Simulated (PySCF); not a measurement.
Bonds (- single, = double, # triple, : aromatic): C1-C2, C2-C3, C2-C4, C4-C5, C5-C6, C6-C7, C7=O8, C7-C9, C9-C10, C9-C2, C10-C4. C1 carries H11, H12, H13; C3 carries H14, H15, H16; C4 carries H17; C5 carries H18, H19; C6 carries H20, H21; C9 carries H22; C10 carries H23, H24. Stereochemistry as in CC1(C)[C@@H]2CCC(=O)[C@H]1C2. H18, H21 are cis to C10 on the ring; H24 is cis to C5 on the ring; H19, H20 are trans to C10 on the ring; H23 is trans to C5 on the ring.

Geometry: PBE0-D3(BJ)/def2-SVP; GIAO shifts from PySCF 2.14.0 with density-fitted response routines, gas phase, non-relativistic, averaged over equivalent atoms.

At CAM-B3LYP/pcSseg-1 (240 basis functions, 57 s wall time on 1 thread of an Arm Neoverse V2, shared host):
```csv
atoms,δ (ppm)
C7,220.2
C9,58.7
C4,41.6
C2,41.1
C6,35.5
C3,27.4
C10,25.9
C5,23.6
C1,23.1
O8,671.0
H21,2.42
H23,2.28
H20,2.11
H22,2.09
H18,1.83
H17,1.80
H19,1.77
H24,1.43
H14/H15/H16,1.25
H11/H12/H13,0.77
```

Shifts are taken against calculated references (same method and geometry level): TMS for 13C (σ = 182.45 ppm) and 1H (σ = 31.33 ppm); 17O (σ = 338.55 ppm) against H2O.

Q: What do these become at PBE0/pcSseg-1?

A: 
| atoms | δ at PBE0/pcSseg-1 | change |
| --- | --- | --- |
| C7 | 215.7 | -4.5 |
| C9 | 58.0 | -0.7 |
| C4 | 41.4 | -0.2 |
| C2 | 41.4 | +0.3 |
| C6 | 34.9 | -0.6 |
| C3 | 27.2 | -0.2 |
| C10 | 26.0 | +0.1 |
| C5 | 23.6 | +0.0 |
| C1 | 23.1 | +0.0 |
| O8 | 663.2 | -7.8 |
| H21 | 2.49 | +0.07 |
| H23 | 2.35 | +0.07 |
| H20 | 2.12 | +0.01 |
| H22 | 2.14 | +0.05 |
| H18 | 1.88 | +0.05 |
| H17 | 1.84 | +0.04 |
| H19 | 1.80 | +0.03 |
| H24 | 1.45 | +0.02 |
| H14/H15/H16 | 1.27 | +0.02 |
| H11/H12/H13 | 0.77 | +0.00 |

Scale: TMS for 13C (184.41 ppm), 1H (31.27 ppm); H2O for 17O (334.56 ppm) (reference shieldings calculated alike).

The largest change is at O8 (ketone oxygen). Cost: 240 basis functions, 53 s wall time on 1 thread of an Arm Neoverse V2, shared host. The order of the carbon signals is the same at both levels.

Unscaled 17O shifts of doubly bonded oxygen tend to come out too high, by tens of ppm or more. Experimental scales use liquid or dissolved standards, which lie at an offset from isolated H2O (liquid H2O: subtract about 36 ppm).
